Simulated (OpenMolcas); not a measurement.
Ru2+ (d6) among equal point charges was computed by CASSCF with the d shell active (OpenMolcas, ANO-RCC-VDZP on the metal). Its lowest spin-free states, and all those of the highest spin:

```
2S+1  Degeneracy  E (cm-1)
   5           3       0.0
   1           1      4208
   3           3      6907
   3           3     11080
   1           3     14320
   5           2     14473
   3           3     17757
   3           3     19188
   3           2     20298
   3           3     21315
   1           3     22362
   3           3     25243
```

Question: Is the site octahedral, tetrahedral or cube-like, axial, or of lower symmetry?

Answer: The states with 2S+1 = 5 have orbital degeneracies 3, 2. Threefold states need a cubic site. For d6 at this spin an octahedron puts the threefold T2 below the twofold E and a tetrahedron or cube puts the twofold E below the threefold T2, so the site is octahedral. The first gap at this spin, 14500 cm-1, is |10Dq| in ligand-field theory. The run had Ru2+ among 6 point charges of -1.7 e arranged as an octahedron (Oh), 1.94 Å from the ion.

An orbital triplet at a regular site is open to Jahn-Teller coupling, which can distort the site and quench the lowest spin-orbit gaps and is left out. Without dynamic correlation the repulsion within the d shell is too large (B by tens of per cent), so at a given field states of lower spin stand too high. This shell can be high or low spin here, a state of another spin lies low, and with metal d orbitals alone active their balance is uncertain, so the ground spin may be wrong. Point charges give a weaker field than real ligands, and real ions of this kind are as a rule low spin; the high spin found here belongs to the model. This is an electrostatic model: the charges have no orbitals. No measured value stands beside these numbers.
